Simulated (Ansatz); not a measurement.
Gas-phase electronic energies from Ansatz, PBE0-D4/def2-TZVP geometries. CBS: MP2 limit from def2 TZ/QZ plus the TZ coupled-cluster correction, frozen cores. This one scheme is used for every species. DFT in def2-TZVPP. B3LYP here is the variant with VWN-RPA as its local correlation; programs differ in this. HSE06 is defined as in plane-wave codes.

Reaction (hydrogenolysis of the Si–Si bond): `[SiH3][SiH]1BO1` + H₂ → `B1O[SiH2]1` + SiH₄

```csv
level,ΔE (kJ/mol),difference from CCSD(T)/CBS
LDA (SPW92),-3.9,11.1
PBE-D4,0.6,15.6
revPBE-D4,2.4,17.4
BLYP-D4,-9.6,5.4
r2SCAN-D4,-7.7,7.3
PBE0-D4,-6.6,8.4
r2SCANh-D4,-9.7,5.3
r2SCAN0-D4,-12.6,2.4
HSE06-D4,-6.5,8.5
BHLYP-D4,-23.1,-8.1
CAM-B3LYP-D4,-23.1,-8.1
ωB97X-V,-17.9,-2.9
ωB97M-V,-20.5,-5.5
PBE-QIDH,-15.7,-0.7
PBE,-4.9,10.1
revPBE,-6.3,8.7
BLYP,-20.2,-5.2
r2SCAN,-9.2,5.8
PBE0,-11.6,3.4
B3LYP,-24.0,-9.0
r2SCAN0,-14.4,0.6
HSE06,-11.3,3.7
BHLYP,-32.1,-17.1
CAM-B3LYP,-28.5,-13.5
LC-ωPBE,-18.2,-3.2
RPA@PBE/def2-TZVPP,-22.5,-7.5
HF/def2-SVP,-51.1,-36.1
MP2/def2-SVP,-27.2,-12.2
CCSD/def2-SVP,-32.8,-17.8
CCSD(T)/def2-SVP,-28.7,-13.7
HF/def2-TZVPP,-47.3,-32.3
MP2/def2-TZVPP,-17.9,-2.9
SCS-MP2/def2-TZVPP,-25.1,-10.1
CCSD/def2-TZVPP,-24.2,-9.2
CCSD(T)/def2-TZVPP,-18.4,-3.4
HF/def2-QZVPP,-47.7,-32.7
MP2/def2-QZVPP,-16.1,-1.1
SCS-MP2/def2-QZVPP,-23.2,-8.2
MP2/CBS(def2),-14.5,0.5
CCSD/CBS(def2),-20.9,-5.9
CCSD(T)/CBS,-15.0,0
```

Largest T1 diagnostic among the species: 0.017.

From BLYP to BHLYP (50 % exact exchange), in def2-TZVPP and without D4, ΔE moves by −11.9 kJ/mol. In def2-TZVPP, CCSD(T) changes the Hartree–Fock value by +28.9 kJ/mol (the triples alone add +5.9 kJ/mol) and MP2 by +29.5 kJ/mol.
